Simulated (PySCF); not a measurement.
An unknown is described by computed data only.

Formula: C2H11N3Si.

* 13C NMR: chemical shifts (computed TMS as zero) by class: 30.0 (2 C) ppm [GIAO PBE0/pcSseg-1]
* Rotational structure: rotational constants A, B, C: 3.939, 1.957, 1.416 GHz [GFN2-xTB]
* Dipole: 1.14 D [CAM-B3LYP/def2-SVPD]
* UV, first state: lowest singlet excitation: 6.02 eV (206 nm, f = 0.003) [TDDFT CAM-B3LYP/def2-SVPD]
* NMR, other nuclei: isotropic shieldings of nuclei other than C and H, by class: 238 (2 N), 245 (1 N), 381 (1 Si) ppm [GIAO PBE0/pcSseg-1]
* UV, strongest line: among the 8 lowest singlet transitions: S6 at 7.11 eV (174 nm, f = 0.047) [TDDFT CAM-B3LYP/def2-SVPD]
* Triplet: lowest triplet excitation (Tamm–Dancoff): 5.80 eV [TDA CAM-B3LYP/def2-SVPD]
* Polarisability: 74.9 au [CAM-B3LYP/def2-SVPD]
* 1H NMR: chemical shifts (computed TMS as zero) by class: 5.17 (1 H), 2.75 (6 H), 0.15 (2 H), -0.12 (2 H) ppm [GIAO PBE0/pcSseg-1]

Gas-phase values; electronic properties from PySCF, density fitting. Levels stand in brackets. The structure is a single GFN2-xTB conformer in the gas phase; no vibrational or solvent corrections. NMR values are class means; diastereotopic atoms form classes of their own.

Task: Propose a structure and show how it fits.

Result: Numbering: `[CH3:1][NH:2][SiH:3]([NH2:4])[NH:5][CH3:6]`. Its formula, C2H11N3Si, gives 0 degrees of unsaturation, so no ring and no π bond. 2 carbons fall into 1 class: N-methyl carbon [C1/C6] (30.0 ppm, 2 C). Hydrogen classes from least to most shielded: 1 H on an SiH silicon, Si3 (5.17 ppm), 6 H on 2 N-methyl carbons, C1/C6 (2.75 ppm, a mean of values up to 0.8 ppm apart in this geometry), 2 H on a silicon-bound nitrogen, N4 (0.15 ppm), 2 H on 2 silicon-bound nitrogens, N2/N5 (-0.12 ppm). The other shieldings belong to: 238 ppm, silicon-bound nitrogen [N2/N5]; 245 ppm, silicon-bound nitrogen [N4]; 381 ppm, SiH silicon [Si3]. The optimised geometry has point group C1 and is an asymmetric top. Structure: `CN[SiH](N)NC`. Computed isomers that give other values at the same levels: `CN(C)[SiH](N)N` (rotational constant A: 3.729 GHz; this holds for the one conformer computed). The assignments are read from this structure; whether some other isomer fits the data as well wasn't checked.

Shape of the structure used: `[CH3:1][NH:2][SiH:3]([NH2:4])[NH:5][CH3:6]`: C1–N2–Si3–N4 -61°, N2–Si3–N5–C6 -70°, H–N4–Si3–N2 -177°, H–N4–Si3–N2 -42°.
